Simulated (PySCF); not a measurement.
A GIAO shielding run with PySCF 2.14.0 with density-fitted response routines (density fitting, non-relativistic, gas phase) on `C#CC[C@@H](CN=C)N[SiH3]`, C$_{6}$H$_{12}$N$_{2}$Si:

```
$ OMP_NUM_THREADS=1 python probes_run.py task.json out

{"job": {"kind": "nmr", "xc": "PBE0", "basis": "pcSseg-1"}, "charge": 0, "multiplicity": 1}
C     -2.944806    -1.872753     0.592088
C     -1.771654    -1.741332     0.395310
C     -0.356904    -1.572731     0.142917
C     -0.038448    -0.176912    -0.401226
C     -0.327577     0.892591     0.675453
N     -0.076685     2.187870     0.125659
C     -0.993902     3.034457     0.051433
N      1.322725    -0.104247    -0.869780
Si     2.696513    -0.793979    -0.095346
H     -3.970779    -1.999378     0.769496
H      0.201231    -1.741056     1.067662
H     -0.033936    -2.312427    -0.593077
H     -0.704568     0.025936    -1.254925
H     -1.359418     0.774975     1.045549
H      0.378093     0.744097     1.498302
H     -0.773523     3.997405    -0.385716
H     -2.016764     2.869154     0.409862
H      1.478576     0.806621    -1.278866
H      3.825412    -0.270891    -0.857328
H      2.867910    -0.479389     1.333367
H      2.589583    -2.251068    -0.216602
```

Hardware: 1 thread of an Arm Neoverse N1, shared host. The job also computes population analyses, field gradients.

Question: How large is the calculation?

Answer: 76 electrons, 220 basis functions and 1151 auxiliary functions.

Question: How long does it take, and how much memory does it need?

Answer: 85 s of wall time, with 14 SCF cycles and 5 response iterations; peak memory 1.1 GiB. Times on a shared host scatter by some tens of per cent.
